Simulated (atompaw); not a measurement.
PBE PAW (atompaw) dataset for O, non-relativistic all-electron reference.

Input for atompaw 4.2.0.5:

```
O 8
GGA-PBE loggrid 1500 logderivrange -4 5 226
2 2 0 0 0 0
2 1 4
0 0 0
c
v
v
2
2.25 1.90 2.20 1.55
y
0.4
n
y
0.05
n
y
0.45
n
custom polynom vanderbiltortho besselshape
3 0 troulliermartins
2.25
2.25
2.25
2.25
2.10
PWSCFOUT
UPFDX 0.0125d0 UPFXMIN -7.d0 UPFZMESH 8.d0
END
```

Command:

```bash
atompaw < O.input > O.log
```

Output (summary file):

```
Completed calculations for O (AE)

 Exchange-correlation type: GGA, Perdew-Burke-Ernzerhof

 Radial integration grid is logarithmic
 r0 =   9.4606701E-04 h =   7.5685361E-03   n =      1500 rmax =   8.0000000E+01

 Non-relativistic calculation

 AEatom converged in  28 iterations
   nz     =   8.00
   delta  =       1.965917492329E-17

 All Electron Orbital energies:
  n  l      occupancy      energy
  1  0      2.0000000E+00 -3.7797288E+01
  2  0      2.0000000E+00 -1.7576956E+00
  2  1      4.0000000E+00 -6.6425525E-01

 Total energy
   Total                    :     -149.89038549254246

 ---
 Completed calculations for O (SC)

 Exchange-correlation type: GGA, Perdew-Burke-Ernzerhof

 Radial integration grid is logarithmic
 r0 =   9.4606701E-04 h =   7.5685361E-03   n =      1500 rmax =   8.0000000E+01

 Non-relativistic calculation

 SCatom converged in   1 iterations
   nz     =   8.00
   delta  =       2.877234932704E-17

 Valence Electron Orbital energies:
  n  l      occupancy      energy
   2  0      2.0000000E+00 -1.7576956E+00
   2  1      4.0000000E+00 -6.6425525E-01

 Total energy
   Total                    :     -149.89038549174566
   Valence                  :      -41.12964098941210

 PAW parameters:
       lmax =            2
         rc =    2.2633364908806954
        irc =         1029
   rc_shape =    1.9015783160018038
    rc_vloc =    2.2125038548566240
    rc_core =    1.5499473334357516
   Vloc: Norm-conserving Troullier-Martins with l= 3;e=   0.0000E+00
   Projector type: polynomial pseudization + Vanderbilt ortho.
   Bessel compensation charge shape zeroed at   1.9016E+00

 Number of basis functions     5
 No.   n  nodes  l      Energy         Cp coeff         Occ
  1    2    1    0   -0.1757696E+01  0.7494706E+02  0.2000000E+01
  2  999    2    0    0.4000000E+00  0.4233609E+03  0.0000000E+00
  3    2    0    1   -0.6642553E+00 -0.1105179E+03  0.4000000E+01
  4  999    1    1    0.5000000E-01 -0.2536754E+02  0.0000000E+00
  5  999    0    2    0.4500000E+00 -0.7798429E+02  0.0000000E+00

 Eigenvalues of overlap operator (in the basis of projectors):
    1        1.43143672E+00
    2        1.72787303E+00
    3        1.04319756E+01
    4        6.21114965E+01
    5        7.09462345E+05

 Orbital leakage outside PAW augmentation regions
   orb  is_core?  %out_of_sphere
   1 0    T           0.00
   2 0    F           3.67
   2 1    F           9.45

 Summary of PAW energies
   Total valence energy     :    -41.12964142034608
   Smooth energy            :      4.94885443781599
   One center               :    -46.07849585816207
   Smooth kinetic           :      5.86844967068170
   Vloc energy              :     -0.17700357814451
   Smooth exch-corr         :     -2.57866277773018
   One-center xc            :    -13.95637436266043
```

The run took about 0.39 s on one core of a shared server CPU.
